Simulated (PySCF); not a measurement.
# From computed data to an observable: chemical shift, span and skew from a shielding tensor

B(SeH)3 (BH₃Se₃), SMILES [SeH]B([SeH])[SeH]. Atoms are numbered in the order given.

```xyz
7

B     -0.0360     0.0064     0.0000
Se     1.9172    -0.1202     0.0000
H      2.1616     1.3356     0.0000
Se    -0.8554     1.7737     0.0000
H     -2.2625     1.3283     0.0000
Se    -0.9846    -1.6996     0.0000
H     -2.3439    -1.1288     0.0000
```
Charge 0, spin multiplicity 1.

Geometry optimised at B3LYP-D3(BJ)/def2-SVP. One conformer was computed; it need not be the lowest.

GIAO shieldings from KT2/pcSseg-1 (PySCF), non-relativistic, no solvent. The symmetric part of the tensor of Se2 has the principal values 1327.4, 1843.6, 2050.0 ppm. The same nucleus in Me2Se has σ = 1692.1 ppm at this level (PySCF, at its B3LYP-D3(BJ)/def2-TZVP geometry).

Question: Work out the isotropic shielding, the ⁷⁷Se shift against Me2Se, the span and the skew.

Answer: 
σ(iso) = (σ11 + σ22 + σ33)/3 = 1740.3 ppm. δ = σ(ref) − σ(iso) = 1692.1 − (1740.3) = -48.2 ppm.
Span Ω = σ33 − σ11 = 722.6 ppm. Skew κ = 3(σ(iso) − σ22)/Ω = -0.43. Tumbling in solution averages the tensor to δ; in a static solid the shielding alone would spread this spin-1/2 line over Ω.
